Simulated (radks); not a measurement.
Problem. All-electron atom: Ir+ in [Xe] 4f14 5d5 6s1 6d2 (not the ground configuration). All-electron calculation, scalar-relativistic Kohn-Sham, LDA (Slater exchange, Perdew-Wang correlation), spin-unpolarised, spherical densities, point nucleus. Program: a radial shooting solver on a logarithmic mesh with Libxc functionals. Some entries of the table are withheld. Estimate them.

orbital,occ.,eigenvalue (Ry),<1/r> (bohr^-1)
1s,2,-5593.260,92.18
2s,2,-979.9862,21.59
2p,6,-851.8521,19.35
3s,2,-230.5136,7.998
3p,6,-193.0559,7.334
3d,10,(1),6.916
4s,2,-50.49230,3.419
4p,6,-38.20370,3.095
4d,10,-23.11581,2.766
5s,2,-8.92793,1.387
4f,14,-6.33047,2.318
5p,6,-5.70624,1.182
5d,5,-2.04813,0.8499
6s,1,-1.60906,(2)
6p,0,-0.97968,0.4181
7s,0,-0.46560,0.2307
6d,2,-0.38747,0.2534

Solution. 
(1) 3d eigenvalue (Ry): -151.7762
(2) 6s <1/r> (bohr^-1): 0.5312
